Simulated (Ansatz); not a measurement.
Cost and result for the atomization energy of C₅H₁₃AlS (`CC(C)[S][Al]([CH3])[CH3]`) (20 atoms, 19 bonds).

```xyz
20

C    -2.709   -0.834   -0.587
C    -1.272   -0.361   -0.718
C    -1.002    0.264   -2.073
S    -0.931    0.845    0.632
Al    1.163    0.478    1.126
C     2.131   -0.939    0.191
C     1.941    1.596    2.520
H    -3.401    0.006   -0.684
H    -2.940   -1.557   -1.374
H    -2.885   -1.306    0.381
H    -0.603   -1.212   -0.573
H    -1.622    1.152   -2.218
H     0.042    0.566   -2.174
H    -1.232   -0.448   -2.872
H     3.200   -0.913    0.423
H     1.760   -1.928    0.482
H     2.023   -0.869   -0.895
H     1.220    2.300    2.941
H     2.333    0.986    3.340
H     2.785    2.174    2.130
```

The species carries charge 0 and has multiplicity 1. The geometry is a stationary point of PBE0-D4/def2-TZVP. It is one conformer, not always the lowest. Program: Ansatz. All runs use 3 threads of an AMD EPYC 7R13 on a shared host and a share of an NVIDIA H100 80 GB. Times are those of one run each, without the atoms' runs, and a repeat can differ threefold. Electronic energies, without spin–orbit coupling; frozen cores. CCSD(T)/CBS adds CCSD(T) − MP2 in def2-TZVPP to the MP2 limit, and its time is that of the two runs behind it. T1 = 0.010.

CCSD(T)/CBS is a level of theory with its own doubt, some kJ/mol a heavy atom from the limit and from the frozen cores, so smaller differences don't rank the functionals.

```
                             level  functions  wall time
            LDA (SPW92)/def2-TZVPP        421      1.9 s
               BHLYP-D4/def2-TZVPP        421      1.9 s
                BLYP-D4/def2-TZVPP        421        2 s
                  CCSD(T)/def2-SVP        171      2.1 s
             r2SCANh-D4/def2-TZVPP        421      2.2 s
               PBE-QIDH/def2-TZVPP        421      2.5 s
r2SCAN-D4/def2-TZVPP (with forces)        421      2.5 s
                 B2PLYP/def2-TZVPP        421      2.6 s
                ωB97X-V/def2-TZVPP        421      2.7 s
           CAM-B3LYP-D4/def2-TZVPP        421      2.7 s
                    MP2/def2-QZVPP        815      4.4 s
                CCSD(T)/def2-TZVPP        421       12 s
                 CCSD(T)/CBS(def2)          –       16 s
```

Task: What atomization energy does each give, and how far from CCSD(T)/CBS? (Estimate.)

Result: The calculation gave: 
| level | atomization (kJ/mol) | difference from CCSD(T)/CBS | per bond |
| --- | --- | --- | --- |
| LDA (SPW92)/def2-TZVPP | 8505.5 | 950.9 | 50.0 |
| BHLYP-D4/def2-TZVPP | 7401.0 | -153.6 | -8.1 |
| BLYP-D4/def2-TZVPP | 7493.5 | -61.1 | -3.2 |
| CCSD(T)/def2-SVP | 7221.2 | -333.4 | -17.5 |
| r2SCANh-D4/def2-TZVPP | 7554.3 | -0.3 | 0.0 |
| PBE-QIDH/def2-TZVPP | 7538.0 | -16.6 | -0.9 |
| r2SCAN-D4/def2-TZVPP (with forces) | 7580.5 | 25.9 | 1.4 |
| B2PLYP/def2-TZVPP | 7466.1 | -88.5 | -4.7 |
| ωB97X-V/def2-TZVPP | 7566.4 | 11.8 | 0.6 |
| CAM-B3LYP-D4/def2-TZVPP | 7570.9 | 16.3 | 0.9 |
| MP2/def2-QZVPP | 7551.8 | -2.8 | -0.1 |
| CCSD(T)/def2-TZVPP | 7386.8 | -167.8 | -8.8 |
| CCSD(T)/CBS(def2) | 7554.6 | 0.0 | 0.0 |

In def2-TZVPP, CCSD(T) changes the Hartree–Fock value by +1671.8 kJ/mol (the triples alone add +92.1 kJ/mol) and MP2 by +1738.6 kJ/mol; breaking electron pairs costs correlation energy, which Hartree–Fock lacks. At CCSD(T), def2-SVP lies −333.4 kJ/mol from the extrapolated value and def2-TZVPP −167.8 kJ/mol: correlation converges slowly with the basis, and small sets miss more of it in the bonded molecule than in its fragments. From r2SCAN to r2SCAN0 (25 % exact exchange), in def2-TZVPP and without D4, the atomization energy moves by −65.4 kJ/mol: exact exchange takes away binding that semilocal exchange gives to molecules.
